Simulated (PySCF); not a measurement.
Constitutional and geometric isomers with formula C3H5N. All species are isolated molecules in the gas phase. One relaxed conformer stands for each flexible species; it need not be the lowest. Strings in code marks are SMILES.

Calculation: PBE-D3(BJ)/def2-TZVP // PBE0-D4/def2-TZVP run with PySCF. All candidates: neutral, multiplicity 1. Excitations are Tamm–Dancoff values on a coarser integration grid. The basis has no diffuse functions, so Rydberg states are missing or too high.

| Property | Value |
|---|---|
| T1 excitation (TDA) | 3.43 eV |
| S1 excitation (TDA) | 4.11 eV |
| LUMO | -2.40 eV |

**Question.** Identify which member has these values.
(A) `C#CNC`
(B) `NC1C=C1`
(C) `C=C=CN`
(D) `[H]/N=C\C=C` (C–C–C–N torsion 180°)

**Answer.** D, `[H]/N=C\C=C` (C–C–C–N torsion 180°). The others give `NC1C=C1`: 3.83 eV, 4.24 eV, -1.00 eV; `C#CNC`: 4.74 eV, 5.00 eV, -0.06 eV; `C=C=CN`: 3.74 eV, 4.09 eV, -0.85 eV
